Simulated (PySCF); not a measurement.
Two species compared at the same levels of theory.

First species: C6H11ClOSi.
Atom-mapped SMILES: `[CH2:1]=[CH:2][CH2:3][C@@H:4]1[CH2:5][CH2:6][O:7][Si@@H:8]1[Cl:9]` (hydrogens: H10, H11 on C1; H12 on C2; H13, H14 on C3; H15 on C4; H16, H17 on C5; H18, H19 on C6; H20 on Si8)

Geometry (PBE0-D3(BJ)/def2-SVP, Å), atoms numbered from 1 in this order:
```xyz
20
C6H11ClOSi angstrom
C      3.318   -0.384    0.265
C      2.148    0.125    0.652
C      1.090    0.659   -0.262
C     -0.191   -0.175   -0.244
C     -1.336    0.398   -1.096
C     -2.635   -0.299   -0.689
O     -2.642   -0.494    0.719
Si    -1.119   -0.367    1.383
Cl    -0.917    1.355    2.523
H      4.045   -0.762    0.989
H      3.595   -0.435   -0.793
H      1.914    0.164    1.725
H      0.835    1.687    0.050
H      1.480    0.726   -1.292
H      0.039   -1.203   -0.585
H     -1.423    1.480   -0.890
H     -1.148    0.290   -2.177
H     -2.722   -1.282   -1.186
H     -3.520    0.294   -0.972
H     -0.839   -1.507    2.287
```

Second species: C₆H₁₁ClOSi.
Geometry (PBE0-D3(BJ)/def2-SVP, Å), atoms numbered from 1 in this order:
```
atom  x, y, z in Å
C1     3.278    0.022   -0.064
C2     2.117    0.634   -0.285
C3     0.775    0.065    0.061
C4     0.019   -0.395   -1.202
Si5   -1.704   -0.961   -0.722
Cl6   -2.993   -0.972   -2.353
C7    -2.251    0.288    0.562
C8    -1.062    0.629    1.466
O9     0.066    1.068    0.757
H10    4.231    0.466   -0.364
H11    3.322   -0.956    0.427
H12    2.084    1.617   -0.771
H13    0.925   -0.809    0.730
H14    0.584   -1.187   -1.717
H15   -0.066    0.456   -1.899
H16   -1.684   -2.348   -0.171
H17   -2.587    1.199    0.039
H18   -3.101   -0.080    1.159
H19   -1.326    1.448    2.153
H20   -0.798   -0.246    2.097
```

Levels: CAM-B3LYP/def2-SVPD for HOMO energy, LUMO energy, HOMO–LUMO gap and static isotropic polarisability; TDDFT CAM-B3LYP/def2-SVPD for lowest singlet excitation; TDA CAM-B3LYP/def2-SVPD for lowest triplet excitation (Tamm–Dancoff); ΔSCF CAM-B3LYP/def2-SVPD for vertical ionisation energy. Geometries: PBE0-D3(BJ)/def2-SVP. Each species is one conformer at its optimised geometry, gas phase, non-relativistic unless stated. Electronic properties by PySCF.

Values for the first species:

| Item | Value |
| --- | --- |
| HOMO energy | -8.97 eV |
| LUMO energy | 1.12 eV |
| HOMO–LUMO gap | 10.09 eV |
| Lowest singlet excitation | 7.33 eV |
| Lowest triplet excitation (Tamm–Dancoff) | 4.37 eV |
| Static isotropic polarisability | 110.0 au |
| Vertical ionisation energy | 9.78 eV |

**Question.** Estimate the same properties for the second species, and the change in each.

**Answer.** 
```json
{"property": "HOMO energy", "first": "-8.97 eV", "second": "-8.99 eV", "second less first": "-0.02 eV"}
{"property": "LUMO energy", "first": "1.12 eV", "second": "0.97 eV", "second less first": "-0.15 eV"}
{"property": "HOMO–LUMO gap", "first": "10.09 eV", "second": "9.96 eV", "second less first": "-0.13 eV"}
{"property": "lowest singlet excitation", "first": "7.33 eV", "second": "7.00 eV", "second less first": "-0.33 eV"}
{"property": "lowest triplet excitation (Tamm–Dancoff)", "first": "4.37 eV", "second": "4.38 eV", "second less first": "+0.01 eV"}
{"property": "static isotropic polarisability", "first": "110.0 au", "second": "113.2 au", "second less first": "+3.2 au"}
{"property": "vertical ionisation energy", "first": "9.78 eV", "second": "9.62 eV", "second less first": "-0.16 eV"}
```

On the first: The polarisability is 16.30 Å³ as a volume (1 au = 0.148185 Å³), or 1.28 au for each of the 86 electrons. The ΔSCF ionisation energy exceeds −ε(HOMO) by 0.81 eV with CAM-B3LYP.

On the second: No computed singlet falls in the visible range (750 to 380 nm, 1.65 to 3.26 eV); S1 lies 3.74 eV above its blue end. In wavenumbers S1 is 56500 cm⁻¹ (1 eV = 8065.54 cm⁻¹).
